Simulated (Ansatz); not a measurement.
Program: Ansatz. Geometries: PBE0-D4/def2-TZVP. ΔE: electronic, gas phase. CCSD(T)/CBS is the MP2 limit (def2-TZVPP, def2-QZVPP) plus CCSD(T) − MP2 in def2-TZVPP, frozen cores. This one scheme is used for every species, atoms too. Functionals use def2-TZVPP. B3LYP here is the variant with VWN-RPA as its local correlation; programs differ in this. Open shells (•) are unrestricted, without spin–orbit coupling. Spin–orbit coupling would lower the free atoms: a little for C, Cl, O, Si; clearly for Br. Bonds to Br are less sure, by a few kJ/mol each and by 10 to 20 or more in all where they break to atoms, as the def2 sets lack core-valence functions. Scalar relativity is left out up to krypton. Each species was taken in one conformer, which may not be the lowest.

Reaction (atomization): `CO[Si](O)(Cl)Br` → Br• + C• + Cl• + 4 H• + 2 O• + Si•

`CO[Si](O)(Cl)Br`:

Z-matrix (Å, degrees):
```
C
O 1 1.415
H 1 1.093 2 110.8
H 1 1.090 2 107.7 3 119.2
H 1 1.094 2 110.9 3 -121.5
Si 2 1.613 1 126.5 3 61.8
Cl 6 2.029 2 111.2 1 -62.3
O 6 1.616 2 110.0 1 179.4
Br 6 2.214 2 108.8 1 57.4
H 8 0.959 6 117.8 2 -64.9
```

| level | ΔE (kJ/mol) | difference from CCSD(T)/CBS |
| --- | --- | --- |
| PBE-D4 | 3871.6 | 39.1 |
| r2SCAN-D4 | 3829.3 | -3.2 |
| PBE0-D4 | 3795.9 | -36.6 |
| B3LYP-D4 | 3777.5 | -55.0 |
| ωB97X-V | 3818.0 | -14.5 |
| PBE | 3840.8 | 8.3 |
| r2SCAN | 3821.9 | -10.6 |
| PBE0 | 3769.5 | -63.0 |
| B3LYP | 3727.3 | -105.2 |
| MP2/def2-TZVPP | 3825.8 | -6.7 |
| SCS-MP2/def2-TZVPP | 3768.4 | -64.1 |
| CCSD/def2-TZVPP | 3639.1 | -193.4 |
| HF/def2-QZVPP | 2745.1 | -1087.4 |
| MP2/def2-QZVPP | 3901.5 | 69.0 |
| HF/CBS(def2) | 2746.2 | -1086.3 |
| CCSD/CBS(def2) | 3766.6 | -65.9 |
| CCSD(T)/CBS | 3832.5 | 0 |

Largest T1 diagnostic among the species: 0.012.

In def2-TZVPP, CCSD(T) changes the Hartree–Fock value by +967.3 kJ/mol (the triples alone add +65.9 kJ/mol) and MP2 by +1088.1 kJ/mol; breaking electron pairs costs correlation energy, which Hartree–Fock lacks. From PBE to PBE0 (25 % exact exchange), in def2-TZVPP and without D4, ΔE moves by −71.3 kJ/mol: exact exchange takes away binding that semilocal exchange gives to molecules. The D4 term adds +50.2 kJ/mol with B3LYP and +26.4 kJ/mol with PBE0; it sums over pairs of atoms, weighted by their polarisabilities, and B3LYP, whose exchange is more repulsive, gets the larger term.

For atomizations the MP2-based limit and the directly extrapolated one differ by several kJ/mol either way, and by 10 to 25 for some Ge, Se and Sn compounds, so smaller differences from it don't rank the levels.
